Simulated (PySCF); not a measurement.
Electron correlation in Mg³⁺ (magnesium, charge +3)

[He] 2s2 2p5, 2P determinant. All numbers are calculated (PySCF 2.14, no relativity, point nucleus, in aug-cc-pVDZ). Frozen: [He] 2s2; 5 electrons correlated.

Total MP2 correlation energy: -0.44 mhartree.

Same-spin part -0.10 and opposite-spin part -0.34 mhartree; SCS-MP2 scales them by 1/3 and 6/5 to -0.44 mhartree.

```json
{"level": "CCSD", "correlation energy (mhartree)": "-0.46"}
{"level": "(T)", "correlation energy (mhartree)": "0.00"}
{"level": "CCSD(T)", "correlation energy (mhartree)": "-0.46"}
```

Diagnostics: T1 = 0.00023, D1 = 0.0003, largest double amplitude 0.002.

Cost of the coupled-cluster step: 0.1 s of wall time on 1 thread of Intel(R) Xeon(R) 6975P-C (shared host), for 5 correlated electrons.

Iterations:

```
CC2 = 0
CCSD nocc = (np.int64(3), np.int64(2)), nmo = (25, 25)
frozen orbitals [[0, 1], [0, 1]]
max_cycle = 100
direct = 0
conv_tol = 1e-08
conv_tol_normt = 1e-06
diis_space = 8
diis_start_cycle = 0
Init t2, MP2 energy = -0.000439809314217685
Init E_corr(UCCSD) = -0.000439809314218044
cycle = 1  E_corr(UCCSD) = -0.000446973913048087  dE = -7.16459883e-06  norm(t1,t2) = 0.00129608
cycle = 2  E_corr(UCCSD) = -0.000454890217397973  dE = -7.91630435e-06  norm(t1,t2) = 0.00039315
cycle = 3  E_corr(UCCSD) = -0.000458181976525351  dE = -3.29175913e-06  norm(t1,t2) = 0.000137419
cycle = 4  E_corr(UCCSD) = -0.000458236223085616  dE = -5.42465603e-08  norm(t1,t2) = 7.43505e-06
cycle = 5  E_corr(UCCSD) = -0.000458224636559941  dE = 1.15865257e-08  norm(t1,t2) = 1.4784e-06
cycle = 6  E_corr(UCCSD) = -0.000458225334133307  dE = -6.97573366e-10  norm(t1,t2) = 1.52579e-07
UCCSD converged
E(UCCSD) = -195.8468721783036  E_corr = -0.0004582253341333071
UCCSD(T) correction = -1.695011603877e-06
```
